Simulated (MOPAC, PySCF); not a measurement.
C3H9IO3Si, SMILES `CO[Si](I)(OC)OC`, neutral singlet in the gas phase. 

Cartesian coordinates (Å):
```xyz
17

C     -1.1997    -2.4099     0.3326
O     -0.0917    -1.5483     0.3924
Si    -0.0228     0.0043    -0.1076
I     -0.5385     0.0987    -2.5125
O      1.4765     0.6004     0.1414
C      2.6804     0.1203    -0.4007
O     -1.1175     0.8986     0.7094
C     -1.3766     2.2706     0.5539
H     -1.5421    -2.5553    -0.7069
H     -0.9007    -3.3862     0.7403
H     -2.0421    -2.0216     0.9287
H      3.5003     0.7579    -0.0402
H      2.8760    -0.9180    -0.0855
H      2.6687     0.1565    -1.5041
H     -2.1815     2.5512     1.2483
H     -0.4843     2.8757     0.7847
H     -1.7042     2.5052    -0.4741
```
Charge 0, spin multiplicity 1.

All levels are single points at this geometry (PBE0-D3(BJ)/def2-SVP); Pople sets use spherical d functions. Orbital energies aren't observables, and empty levels follow the basis.

PBE/6-31G* (LANL2DZ on I) in PySCF gives gap (eV) = 5.93.

Problem. Estimate the gap (eV) from each of these levels: B3LYP-D3(BJ)/def2-TZVP in PySCF; M06-2X/def2-TZVP in PySCF; B3LYP/6-311+G** (LANL2DZ on I) in PySCF; BP86/6-31G* (LANL2DZ on I) in PySCF; SVWN5/6-31G* (LANL2DZ on I) in PySCF; AM1 in MOPAC; PM3 in MOPAC; PM6 in MOPAC.

Solution. 
```csv
level,gap (eV)
B3LYP-D3(BJ)/def2-TZVP in PySCF,7.32
M06-2X/def2-TZVP in PySCF,9.86
B3LYP/6-311+G** (LANL2DZ on I) in PySCF,7.27
BP86/6-31G* (LANL2DZ on I) in PySCF,5.93
SVWN5/6-31G* (LANL2DZ on I) in PySCF,5.82
AM1 in MOPAC,9.16
PM3 in MOPAC,8.04
PM6 in MOPAC,8.94
```
